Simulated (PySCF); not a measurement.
# Spinor energies of Xe²⁺ (xenon, charge +2)

Start: [Kr] 4d10 5s2 5p4; 5p1/2 filled at m_j = -1/2, +1/2; 5p3/2 filled at m_j = +1/2, +3/2. Calculated with PySCF 2.14 in x2c-TZVPPall-2c: generalised Hartree-Fock with the X2C-1e Hamiltonian and a Gaussian nucleus; one run each with spin-orbit coupling (SO) switched off, then screened by Boettger's factors.

```csv
spinor shell,electrons,"ε, spin-free (eV)","ε, screened SO (eV)",weight of nominal j (screened SO),"rms radius, screened SO (bohr)"
1s1/2,2,-34749.1,-34744.8,1.000,0.0305
2s1/2,2,-5528.1,-5526.7,1.000,0.124
2p1/2,2,-4955.5,-5181.4,1.000,0.107
3s1/2,2,-1191.3,-1190.8,1.000,0.326
3p1/2,2,-1002.0,-1046.0,1.000,0.318
3p3/2,4,-1002.0,-981.85,1.000,0.330
3d3/2,4,-721.69,-729.31,1.000,0.302
3d5/2,6,-721.69,-716.00,1.000,0.305
4s1/2,2,-250.57,-250.30,1.000,0.762
4p1/2,2,-187.95,-196.77,1.000,0.796
4p3/2,4,-187.95,-183.65,1.000,0.825
4d3/2,4,-93.752,-94.874,0.995,0.937
4d5/2,6,-93.752,-92.638,0.996,0.946
5s1/2,2,-45.876,-45.789,0.999,1.93
5p1/2,2,-31.656,-32.760,0.724,2.21
5p3/2,2,-31.656,-30.787,0.766,2.27
```

Question: Where does 2p3/2 lie, and what is the 2p spin-orbit splitting (screened SO)?

Answer: At -4853.9 eV, 327.52 eV above 2p1/2.

```
   quantity    spin-free  screened SO
E (hartree)  -7441.17156  -7443.60729
        M_J            2            2
       ⟨J²⟩        6.011        6.023
       ⟨L²⟩        2.008        2.438
       ⟨S²⟩        2.003        1.828
```

Each row is a mean over spinors that exchange with the open shell spreads, by up to 5.050 eV (5s1/2).

Rows whose weight is well below 1 are mixtures of j = l ± 1/2: exchange outweighs spin-orbit coupling there, and the label is only the starting occupation.

Breit and QED terms are absent; they matter most for the inner s and p1/2 levels.

Densities and radii are taken from the X2C orbitals without a picture-change correction, which distorts them close to the nucleus.

Without spin-orbit coupling the j labels of p, d and f shells carry no meaning; the spin-free column gives the mean over the occupied spinors of each nl shell.
